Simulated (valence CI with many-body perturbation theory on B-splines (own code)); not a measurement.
**Bi LXXIX: E2, E3, M1, M2 decay**

Level of theory: configuration interaction combined with many-body perturbation theory (CI+MBPT): three valence electrons over a frozen Dirac-Fock core [He], a basis of 11 s, 11 p, 10 d, 8 f, 5 g, 2 h functions for each j, with the one-electron correlation potential Σ1 (screened to all orders), the two-electron term Σ2, the three-electron term Σ3, Breit, model QED; selected single and double excitations, second order for the rest, scaled by the run's own slope (own B-spline code, finite nucleus).

The last digits are not significant, and no measured levels were compared; by estimate large intervals hold to a few tenths of a per cent, small ones and those within an open d or f shell to about a per cent.

Lines 1 to 50 of 57 in falling wavelength, among levels below 21205 eV, chosen from the decays that carry over 1 % of a level's rate. Wavelengths and rates use the calculated energies. Electric multipoles are in the length gauge with retardation, E1 and E2 with the static RPA response of the core. M1 uses the relativistic operator with retardation. Weak lines are less certain than strong ones. Lines between different terms over intervals too small for the method are left out, as are lines whose strength nearly cancels. The highest levels of a list are the least certain.

Levels are named by their leading jj configuration (3d3/2^4 stands for four electrons in 3d with j = 3/2), which in mixed levels can hold well under half, so a name can repeat and another be missing. Letters in brackets count levels of one name in rising energy.

```csv
λ vac (Å),Upper,Lower,Type,A (s⁻¹),Branch %
5.178,(2s 2p1/2 2p3/2) J=3/2 [a],(2s 2p1/2^2) J=1/2,M1,7.49e+10,17.0
5.087,(2s 2p1/2 2p3/2) J=5/2,(2s 2p1/2^2) J=1/2,E2,7.46e+08,6.0
5.060,(2s 2p3/2 3d5/2) J=9/2,(2s 2p1/2 3d5/2) J=7/2,M1,6.82e+10,12.4
4.976,(2s^2 2p3/2) J=3/2,(2s^2 2p1/2) J=1/2,M1,6.74e+10,31.1
1.073,(2s 2p1/2 3p1/2) J=1/2 [a],(2s 2p1/2 2p3/2) J=3/2 [a],E2,4.80e+12,1.4
1.070,(2s^2 3p1/2) J=1/2,(2s^2 2p3/2) J=3/2,E2,6.11e+12,30.4
1.070,(2s^2 3p1/2) J=1/2,(2s^2 2p3/2) J=3/2,M1,2.03e+11,1.0
1.020,(2s 2p3/2 3p3/2) J=7/2,(2s 2p3/2^2) J=3/2,E2,2.17e+11,1.9
1.009,(2s 2p3/2 3p3/2) J=7/2,(2s 2p3/2^2) J=5/2,E2,2.18e+12,19.4
1.008,(2s 2p3/2 3p3/2) J=1/2 [b],(2s 2p3/2^2) J=3/2,E2,3.82e+12,6.7
1.006,(2s^2 3p3/2) J=3/2,(2s^2 2p3/2) J=3/2,E2,3.12e+12,12.5
0.9974,(2s 2p3/2 3p3/2) J=1/2 [b],(2s 2p3/2^2) J=5/2,E2,1.19e+12,2.1
0.9888,(2s 2p3/2 3d5/2) J=9/2,(2s 2p3/2^2) J=5/2,M2,2.18e+11,39.6
0.9888,(2s 2p3/2 3d5/2) J=9/2,(2s 2p3/2^2) J=5/2,E3,1.38e+10,2.5
0.8403,(2s 2p3/2 3p3/2) J=7/2,(2s 2p1/2 2p3/2) J=5/2,E2,1.55e+12,13.7
0.8379,(2s 2p3/2 3p3/2) J=7/2,(2s 2p1/2 2p3/2) J=3/2 [a],E2,2.56e+12,22.7
0.8372,(2s 2p3/2 3p3/2) J=1/2 [b],(2s 2p1/2 2p3/2) J=3/2 [b],E2,3.58e+12,6.2
0.8368,(2s^2 3p3/2) J=3/2,(2s^2 2p1/2) J=1/2,E2,3.95e+12,15.9
0.8263,(2s 2p3/2 3d5/2) J=9/2,(2s 2p1/2 2p3/2) J=5/2,M2,1.02e+11,18.5
0.8263,(2s 2p3/2 3d5/2) J=9/2,(2s 2p1/2 2p3/2) J=5/2,E3,1.43e+10,2.6
0.8239,(2s 2p3/2 3d5/2) J=9/2,(2s 2p1/2 2p3/2) J=3/2 [a],E3,2.96e+10,5.4
0.8223,(2p1/2 2p3/2 3d3/2) J=5/2 [a],(2s 2p1/2 2p3/2) J=1/2,E2,6.87e+12,1.9
0.8215,(2p1/2 2p3/2 3d3/2) J=7/2,(2s 2p1/2 2p3/2) J=3/2 [b],E2,1.07e+13,8.1
0.8196,(2s 2p1/2 3d3/2) J=5/2,(2s^2 2p1/2) J=1/2,E2,1.50e+13,3.2
0.8186,(2p1/2^2 3d3/2) J=3/2,(2s 2p1/2^2) J=1/2,E2,2.21e+13,4.6
0.8175,(2p1/2 2p3/2 3d3/2) J=5/2 [a],(2s 2p1/2 2p3/2) J=5/2,E2,4.96e+12,1.4
0.8166,(2p1/2 2p3/2 3d3/2) J=7/2,(2s 2p1/2 2p3/2) J=5/2,E2,9.47e+12,7.2
0.8152,(2p1/2 2p3/2 3d3/2) J=3/2 [a],(2s 2p1/2 2p3/2) J=3/2 [a],E2,1.57e+13,1.7
0.8152,(2p1/2 2p3/2 3d3/2) J=5/2 [a],(2s 2p1/2 2p3/2) J=3/2 [a],E2,9.60e+12,2.6
0.8148,(2p1/2 2p3/2 3d3/2) J=1/2 [a],(2s 2p1/2 2p3/2) J=3/2 [a],E2,2.01e+13,3.7
0.8144,(2p1/2 2p3/2 3d3/2) J=7/2,(2s 2p1/2 2p3/2) J=3/2 [a],E2,2.04e+12,1.5
0.8116,(2p3/2^2 3d5/2) J=7/2,(2s 2p3/2^2) J=3/2,E2,8.58e+12,11.2
0.8106,(2p3/2^2 3d5/2) J=1/2,(2s 2p3/2^2) J=3/2,E2,2.11e+13,1.4
0.8088,(2s 2p3/2 3d5/2) J=3/2 [a],(2s^2 2p3/2) J=3/2,E2,3.15e+13,1.4
0.8083,(2s 2p1/2 3d5/2) J=3/2,(2s^2 2p1/2) J=1/2,E2,2.92e+13,1.2
0.8078,(2p1/2 2p3/2 3d5/2) J=7/2 [a],(2s 2p1/2 2p3/2) J=5/2,E2,1.23e+12,1.1
0.8077,(2s 2p3/2 3d5/2) J=1/2,(2s^2 2p3/2) J=3/2,E2,2.84e+13,1.1
0.8069,(2p1/2 2p3/2 3d5/2) J=9/2,(2s 2p1/2 2p3/2) J=5/2,E2,2.35e+13,48.9
0.8064,(2p3/2^2 3d5/2) J=5/2 [b],(2s 2p3/2^2) J=1/2,E2,2.27e+13,1.1
0.8055,(2p1/2 2p3/2 3d5/2) J=7/2 [a],(2s 2p1/2 2p3/2) J=3/2 [a],E2,2.12e+13,19.7
0.8048,(2p3/2^2 3d5/2) J=7/2,(2s 2p3/2^2) J=5/2,E2,1.49e+13,19.4
0.8048,(2p3/2^2 3d5/2) J=9/2,(2s 2p3/2^2) J=5/2,E2,2.38e+13,31.6
0.8044,(2s 2p3/2 3d5/2) J=7/2 [b],(2s^2 2p3/2) J=3/2,E2,1.31e+13,2.1
0.7448,(2s^2 4p3/2) J=3/2,(2s^2 2p3/2) J=3/2,E2,1.19e+12,1.0
0.7431,(2p1/2^2 4f7/2) J=7/2,(2p1/2^2 2p3/2) J=3/2,E2,1.40e+13,2.5
0.7429,(2s 2p1/2 4f7/2) J=7/2 [b],(2s 2p1/2 2p3/2) J=3/2 [b],E2,8.19e+12,1.5
0.7428,(2s 2p1/2 4f7/2) J=5/2,(2s 2p1/2 2p3/2) J=1/2,E2,9.62e+12,1.7
0.7390,(2s 2p1/2 4f7/2) J=9/2,(2s 2p1/2 2p3/2) J=5/2,E2,1.36e+13,2.4
0.7388,(2s 2p1/2 4f7/2) J=7/2 [a],(2s 2p1/2 2p3/2) J=3/2 [a],E2,8.12e+12,1.5
0.7377,(2s^2 4f7/2) J=7/2,(2s^2 2p3/2) J=3/2,E2,1.37e+13,2.4
```
